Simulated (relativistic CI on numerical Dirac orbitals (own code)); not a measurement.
**What each ingredient does to the levels of Os²⁰⁺**

Base calculation: Dirac-Coulomb-Breit CI, separate exchange-only KLI orbitals for each configuration, model QED (radiative potential, 1s self-energy scaled to tabulated hydrogen-like ionisation energies), unscaled Slater integrals.

Configurations in the expansion (outside the closed core [Ar] 3d10): 4s2.4p6.4d10.4f10, 4s2.4p6.4d10.4f9.5s, 4s2.4p6.4d10.4f8.5s2, 4s2.4p6.4d10.4f9.5p, 4s2.4p6.4d10.4f8.5s.5p, 4s2.4p6.4d9.4f11, 4s2.4p6.4d8.4f12, 4s2.4p6.4d10.4f9.5f, 4s2.4p6.4d10.4f9.6s, 4s2.4p5.4d10.4f11, 4s2.4p6.4d10.4f9.7s, 4s2.4p4.4d10.4f12, 4p6.4d10.4f12. Levels of other configurations are missing.

Variants: (1) valence Slater integrals scaled by 0.9; (2) configuration mixing switched off; (3) non-relativistic limit. Shifts of the energy above 4s2.4p6.4d10.4f10 5I_8, in cm⁻¹, for the lowest level and the first level of each name with at least 55 % of one term (blank where a level changes its place among those of its configuration and J or its character, or is not in the variant):

| Level | Base | Δ(1) | Δ(2) | Δ(3) |
| --- | --- | --- | --- | --- |
| 4s2.4p6.4d10.4f10 5I_8 | 0.0 | 0.0 | 0.0 | 0.0 |
| 4s2.4p6.4d10.4f10 5I_7 | 19056.9 | +298.1 | -18.3 | -19056.9 |
| 4s2.4p6.4d10.4f10 5I_6 | 28680.5 | -560.8 | +660.9 | -28680.4 |
| 4s2.4p6.4d10.4f10 5I_5 | 39358.9 | -859.2 |  |  |
| 4s2.4p6.4d10.4f10 5I_4 | 41326.6 | -1303.9 | +1304.0 | -41326.5 |
| 4s2.4p6.4d10.4f10 5F_4 | 45409.7 | -2898.0 | +3494.4 | -17967.0 |
| 4s2.4p6.4d10.4f10 3K_8 | 46639.1 | -3138.7 | +102.4 | -9897.5 |
| 4s2.4p6.4d10.4f10 5G_6 | 51201.1 | -3327.7 | +3101.0 |  |
| 4s2.4p6.4d10.4f10 5F_3 | 52917.8 | -2617.1 | +3317.8 | -25475.1 |
| 4s2.4p6.4d10.4f10 3K_7 | 62547.7 | -3438.6 | +399.9 | -25806.1 |
| 4s2.4p6.4d10.4f10 3L_9 | 64649.5 | -4813.6 | -922.1 | -11923.6 |
| 4s2.4p6.4d10.4f10 3H_6 | 66113.1 | -3324.2 | +2774.2 | -22035.2 |
| 4s2.4p6.4d10.4f10 5G_5 | 70193.4 | -3239.4 | +2815.9 | -25654.7 |
| 4s2.4p6.4d10.4f10 3K_6 | 74082.9 | -3888.3 | +973.8 |  |

At this charge energies of transitions that change n are usually good to better than 1 %, and those within a shell (Δn = 0) to a few per cent. Terms inside the open d or f shell come out 10 to 20 % too wide with unscaled integrals.

Ionisation energy from the two ground configurations alone: base 552.183 eV; valence Slater integrals scaled by 0.9 552.419 eV. The NIST ASD value (theoretical) is 570 eV. The gap of more than 2 % comes from missing correlation, or from a tabulated value that is itself an estimate.

LS names give the leading component of a level, which can be under half, so a name can repeat, a term be missing and a line seem to break the LS rules.
